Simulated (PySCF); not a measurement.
Species: C5H2N2.
Atom-mapped SMILES: `[CH:1]#[C:2][CH:3]([C:4]#[N:5])[C:6]#[N:7]` (hydrogens: H8 on C1; H9 on C3)

Geometry (PBE0-D3(BJ)/def2-SVP, Å), atoms numbered from 1 in this order:
```xyz
9
C5H2N2 angstrom
C     -1.731   -1.101    0.470
C     -0.703   -0.497    0.283
C      0.551    0.230    0.064
C      1.000    0.142   -1.337
N      1.367    0.055   -2.428
C      0.454    1.636    0.490
N      0.388    2.733    0.848
H     -2.648   -1.638    0.636
H      1.343   -0.237    0.682
```

Linear response at CAM-B3LYP/def2-SVPD (PySCF, frozen core in the response, non-relativistic).

Static isotropic polarisability: 61.29 au (9.08 Å³), principal values 45.2, 65.3, 73.4 au.

**Question.** What is the polarisability at 1064 nm and at the sodium D line?

**Answer.** 61.77 au at 1064 nm (+0.8 %), 62.91 au at 589.3 nm (+2.7 %). The rise at 589.3 nm is 3.34 times that at 1064 nm; a pure ω² law gives 3.26. The lowest singlet lies at 192 nm, shorter than both wavelengths.

**Question.** What is the isotropic C6 coefficient between two such molecules, C6 = (3/π)∫α(iω)² dω?

**Answer.** 1547 au (Eh·bohr⁶) by a ten-point quadrature over imaginary frequencies, which is 924 eV·Å⁶ or 89.2 J·nm⁶/mol.

**Question.** Which effective excitation energy ω̄ makes London's formula C6 = (3/4)α²ω̄ exact here?

**Answer.** ω̄ = 4·C6/(3α²) = 0.549 Eh = 14.9 eV. A one-pole form α(ω) = α/(1 − ω²/ω̄²) fitted to the 1064 nm value gives 13.1 eV.

**Question.** How many electrons N does the Slater–Kirkwood formula C6 = (3/4)·√N·α^(3/2) need to give this C6?

**Answer.** N = (4·C6/3)²/α³ = 18.5; the species has 46 electrons in all.

**Question.** What three-body coefficient follows from the one-pole estimate C9 = (3/4)·α·C6?

**Answer.** 71100 au. This is an estimate from the two numbers above, not a computed integral.

**Question.** What molar refraction at the D line follows from R = (4π/3)·N_A·α′, with α′ the polarisability volume?

**Answer.** α′ = 9.32 Å³ gives R = 23.52 cm³/mol, for isolated, non-vibrating species.

**Question.** What n − 1 at the D line would an ideal gas of it have at 273.15 K and 1 atm (2.6868 × 10¹⁹ cm⁻³), by n − 1 = 2π·N·α′?

**Answer.** 15.74 × 10⁻⁴, a formal value whether or not that pressure can be reached.

**Question.** How anisotropic is the static polarisability, by Δα² = ½[(α1 − α2)² + (α2 − α3)² + (α3 − α1)²]?

**Answer.** Δα = 25.1 au, or 0.41 of the isotropic value.

Time: 21 s. Hardware: an Arm Neoverse V2 with one thread (shared host). This is the whole response run at CAM-B3LYP/def2-SVPD, SCF included.
